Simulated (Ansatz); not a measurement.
Calculated with Ansatz (gas phase, PBE0-D4/def2-TZVP geometries, no zero-point term in ΔE). CCSD(T)/CBS is the MP2 limit (def2-TZVPP, def2-QZVPP) plus CCSD(T) − MP2 in def2-TZVPP, frozen cores. Functionals use def2-TZVPP. B3LYP here is the variant with VWN-RPA as its local correlation; programs differ in this. One conformer a species, not always the lowest.

`OB(F)O[SiH3]` + `CC#CS` → `CC#CS[SiH3]` + `OB(O)F`  (ligand exchange at the Si–O bond)

`OB(F)O[SiH3]`:

Cartesian coordinates in Å:
```
O -1.149 -0.908 -0.982
B -0.237 -1.258 -0.038
F -0.088 -2.539 0.305
O 0.529 -0.330 0.568
Si 0.615 1.314 0.399
H -1.633 -1.656 -1.340
H 1.657 1.778 1.343
H -0.690 1.932 0.737
H 0.995 1.666 -0.992
```

`CC#CS`:

Cartesian coordinates in Å:
```
C 1.031 -0.107 1.070
C 0.091 -0.097 -0.032
C -0.695 -0.081 -0.946
S -1.706 -0.163 -2.286
H 1.986 -0.533 0.751
H 0.661 -0.699 1.911
H 1.225 0.908 1.426
H -2.591 0.772 -1.892
```

`CC#CS[SiH3]`:

```xyz
11

C    -1.986   -1.322   -0.835
C    -0.996   -0.788    0.078
C    -0.173   -0.344    0.840
S     0.956    0.251    1.939
Si    2.048    1.448    0.527
H    -1.916   -2.411   -0.901
H    -1.840   -0.917   -1.840
H    -2.998   -1.065   -0.514
H     2.613    0.588   -0.540
H     1.159    2.474   -0.067
H     3.133    2.087    1.314
```

`OB(O)F`:

Cartesian coordinates in Å:
```
O -0.304 0.210 1.050
B 0.246 0.061 -0.185
O -0.394 -0.607 -1.170
F 1.445 0.577 -0.459
H 0.254 0.704 1.654
H -1.248 -0.945 -0.890
```

| level | ΔE (kJ/mol) | difference from CCSD(T)/CBS |
| --- | --- | --- |
| PBE-D4 | 13.7 | -14.7 |
| PBE0-D4 | 17.7 | -10.7 |
| B3LYP-D4 | 30.5 | 2.1 |
| ωB97M-V | 29.3 | 0.9 |
| B2PLYP | 32.2 | 3.8 |
| PBE | 15.8 | -12.6 |
| B3LYP | 33.9 | 5.5 |
| HF/def2-TZVPP | 48.8 | 20.4 |
| MP2/def2-TZVPP | 25.4 | -3.0 |
| CCSD/def2-TZVPP | 33.8 | 5.4 |
| HF/def2-QZVPP | 50.6 | 22.2 |
| MP2/def2-QZVPP | 25.2 | -3.2 |
| SCS-MP2/def2-QZVPP | 31.8 | 3.4 |
| HF/CBS(def2) | 50.9 | 22.5 |
| MP2/CBS(def2) | 23.9 | -4.5 |
| CCSD/CBS(def2) | 32.3 | 3.9 |
| CCSD(T)/CBS | 28.4 | 0 |

Largest T1 diagnostic among the species: 0.012.

From PBE to PBE0 (25 % exact exchange), in def2-TZVPP and without D4, ΔE moves by +3.8 kJ/mol. In def2-TZVPP, CCSD(T) changes the Hartree–Fock value by −18.9 kJ/mol (the triples alone add −3.9 kJ/mol) and MP2 by −23.5 kJ/mol. The D4 term adds −3.4 kJ/mol with B3LYP and −1.9 kJ/mol with PBE0; it sums over pairs of atoms, weighted by their polarisabilities, and B3LYP, whose exchange is more repulsive, gets the larger term.
